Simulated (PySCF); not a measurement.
As4, charge +1, sextet, at a GFN2-xTB geometry of the parent state (a state made from the parent by changing its charge; the spin is typed, not shown lowest); DF-B3LYP/pcseg-1 run with PySCF.

PySCF was given this input:
```python
from pyscf import gto, scf, dft

mol = gto.Mole()
mol.atom = '''
    As   -0.91408271    0.11757606   -1.17441154
    As    0.56448145    1.36964334    0.18453076
    As    0.91952912   -1.12533990   -0.34159932
    As   -0.56992786   -0.36187950    1.33148010
'''
mol.basis = 'pcseg-1'
mol.charge = 1
mol.spin = 5
mol.verbose = 4
mol.build()

mf = dft.UKS(mol)
mf.xc = 'b3lyp'
mf = mf.density_fit(auxbasis='def2-universal-jkfit')
mf.kernel()
mf.analyze()
```

Output, abridged:

```
PySCF version 2.14.0

[INPUT] verbose = 4
[INPUT] num. atoms = 4
[INPUT] num. electrons = 131
[INPUT] charge = 1
[INPUT] spin (= nelec alpha-beta = 2S) = 5
[INPUT] symmetry False subgroup None
[INPUT] Mole.unit = angstrom
[INPUT] Symbol           X                Y                Z      unit          X                Y                Z       unit  Magmom
[...]
nuclear repulsion = 1421.7194859533
number of shells = 12
number of NR pGTOs = 328
number of NR cGTOs = 108
basis = pcseg-1
ecp = {}

******** <class 'pyscf.df.df_jk.DFUKS'> ********
method = DFUKS
initial guess = minao
damping factor = 0
level_shift factor = 0
DIIS = <class 'pyscf.scf.diis.CDIIS'>
diis_start_cycle = 1
diis_space = 8
diis_damp = 0
SCF conv_tol = 1e-09
SCF conv_tol_grad = None
SCF max_cycles = 50
direct_scf = False
number electrons alpha = 68  beta = 63
XC library pyscf.dft.libxc version 7.1.2
    S. Lehtola, C. Steigemann, M. J. T. Oliveira, and M. A. L. Marques,  SoftwareX 7, 1–5 (2018)
XC functionals = b3lyp
    P. J. Stephens, F. J. Devlin, C. F. Chabalowski, and M. J. Frisch,  J. Phys. Chem. 98, 11623 (1994)
radial grids:
    Treutler-Ahlrichs [JCP 102, 346 (1995); DOI:10.1063/1.469408] (M4) radial grids

becke partition: Becke, JCP 88, 2547 (1988); DOI:10.1063/1.454033
pruning grids: <function nwchem_prune>
grids dens level: 3
symmetrized grids: False
atomic radii adjust function: <function treutler_atomic_radii_adjust>
small_rho_cutoff = 0
Set gradient conv threshold to 3.16228e-05
tot grids = 81696
******** <class 'pyscf.df.df.DF'> ********
auxbasis = def2-universal-jkfit
init E= -8940.31097027106

cycle= 1 E= -8942.13060687997  delta_E= -1.82  |g|= 0.175  |ddm|= 2.79

cycle= 2 E= -8942.1383859657  delta_E= -0.00778  |g|= 0.152  |ddm|= 0.783

cycle= 3 E= -8942.15421238418  delta_E= -0.0158  |g|= 0.0248  |ddm|= 0.33

cycle= 4 E= -8942.15457689328  delta_E= -0.000365  |g|= 0.0162  |ddm|= 0.0736

cycle= 5 E= -8942.15478322105  delta_E= -0.000206  |g|= 0.00717  |ddm|= 0.0431

cycle= 6 E= -8942.15485285199  delta_E= -6.96e-05  |g|= 0.00166  |ddm|= 0.0296

cycle= 7 E= -8942.15486948136  delta_E= -1.66e-05  |g|= 0.000937  |ddm|= 0.0203

cycle= 8 E= -8942.15487564509  delta_E= -6.16e-06  |g|= 0.000581  |ddm|= 0.0101

cycle= 9 E= -8942.15488164092  delta_E= -6e-06  |g|= 0.000556  |ddm|= 0.0102

cycle= 10 E= -8942.15488589961  delta_E= -4.26e-06  |g|= 0.000552  |ddm|= 0.00705

cycle= 11 E= -8942.15488754456  delta_E= -1.64e-06  |g|= 0.000555  |ddm|= 0.00265

[...]
converged SCF energy = -8942.15491198462  <S^2> = 8.7573415  2S+1 = 6.0024467
Total Energy =                       -8942.154911984624050
[...]
spin_pop of  2 As 2pz       0.00000
spin_pop of  2 As 3px       0.00002
spin_pop of  2 As 3py       0.00004
spin_pop of  2 As 3pz       0.00004
spin_pop of  2 As 4px       0.31082
spin_pop of  2 As 4py       0.49803
spin_pop of  2 As 4pz       0.39273
spin_pop of  2 As 5px       0.00195
spin_pop of  2 As 5py       0.00139
spin_pop of  2 As 5pz       0.00426
spin_pop of  2 As 3dxy     -0.00003
spin_pop of  2 As 3dyz     -0.00004
spin_pop of  2 As 3dz^2    -0.00003
spin_pop of  2 As 3dxz     -0.00001
spin_pop of  2 As 3dx2-y2   -0.00002
spin_pop of  2 As 4dxy      0.00149
spin_pop of  2 As 4dyz      0.00189
spin_pop of  2 As 4dz^2     0.00078
spin_pop of  2 As 4dxz      0.00530
spin_pop of  2 As 4dx2-y2    0.00014
spin_pop of  3 As 1s        0.00000
spin_pop of  3 As 2s        0.00000
spin_pop of  3 As 3s        0.00003
spin_pop of  3 As 4s        0.03121
spin_pop of  3 As 5s        0.00009
spin_pop of  3 As 2px       0.00000
spin_pop of  3 As 2py       0.00000
spin_pop of  3 As 2pz       0.00000
spin_pop of  3 As 3px       0.00004
spin_pop of  3 As 3py       0.00003
spin_pop of  3 As 3pz       0.00003
spin_pop of  3 As 4px       0.51836
spin_pop of  3 As 4py       0.29074
spin_pop of  3 As 4pz       0.39220
spin_pop of  3 As 5px       0.00289
spin_pop of  3 As 5py       0.00356
spin_pop of  3 As 5pz       0.00115
spin_pop of  3 As 3dxy     -0.00003
spin_pop of  3 As 3dyz     -0.00002
spin_pop of  3 As 3dz^2    -0.00003
spin_pop of  3 As 3dxz     -0.00002
spin_pop of  3 As 3dx2-y2   -0.00003
spin_pop of  3 As 4dxy      0.00324
spin_pop of  3 As 4dyz      0.00139
spin_pop of  3 As 4dz^2    -0.00012
spin_pop of  3 As 4dxz      0.00407
spin_pop of  3 As 4dx2-y2    0.00103
 ** Mulliken Spin Density (per atom)  **
spin density of  0 As =      1.24980
spin density of  1 As =      1.25020
spin density of  2 As =      1.25017
spin density of  3 As =      1.24983
 ** Mulliken pop alpha/beta on meta-lowdin orthogonal AOs **
 ** Mulliken pop       alpha | beta **
In total            68.00000 | 63.00000
 ** Mulliken atomic charges   ( Nelec_alpha | Nelec_beta ) **
charge of  0As =      0.24991  (    16.99994     15.75015 )
charge of  1As =      0.25009  (    17.00005     15.74986 )
charge of  2As =      0.25008  (    17.00004     15.74987 )
charge of  3As =      0.24992  (    16.99996     15.75012 )

WARN: System has nonzero charge 1; the dipole moment is origin-dependent.
Location of origin: [0. 0. 0.]

Dipole moment(X, Y, Z, Debye):  0.00182,  0.00043, -0.00002
```
